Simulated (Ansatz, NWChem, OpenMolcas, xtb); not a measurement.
# Ligand exchange: CH2BrI + AgI → CH2I2 + AgBr

Species: CH2BrI (bromoiodomethane) `BrCI`, singlet; AgI, singlet; CH2I2 (diiodomethane) `ICI`, singlet; AgBr (silver bromide), singlet. The partners trade Br for I: C–Br and Ag–I bonds give way to C–I and Ag–Br.

Shapes, held fixed at every level: PBE0-D4/def2-TZVP; AgI at the measured bond length. Programs: Ansatz 0.2.0, NWChem 7.3.0, OpenMolcas 26.06, xtb 6.7.1. A level may come from different programs for different species; with the same settings they agree closely. Electronic energies: no zero-point or thermal term.

```csv
level,kind,ΔE (kJ/mol)
GFN0-xTB,semi-empirical,-3.5
HF/STO-3G,Hartree–Fock,+23.2
HF/3-21G,Hartree–Fock,+7.4
HF/def2-SVP,Hartree–Fock,+22.4
PBE0/def2-SVP,global hybrid,+24.3
MP2/def2-SVP,perturbation theory,+21.3
```

MP2/def2-SVP gives ΔE = +21.3 kJ/mol; the levels span -3.5 to +24.3. They disagree on the sign: 5 of 6 are positive. The median of the levels is +21.8. No measured value is set beside it here. For atoms past krypton def2 sets carry core potentials with scalar relativity. All-electron rows are non-relativistic unless named. Relativity is left out for Br. Outer-core shells of Ag, Br, I are correlated, in sets that cover them unevenly. Rows in sets without polarisation functions are far from converged.
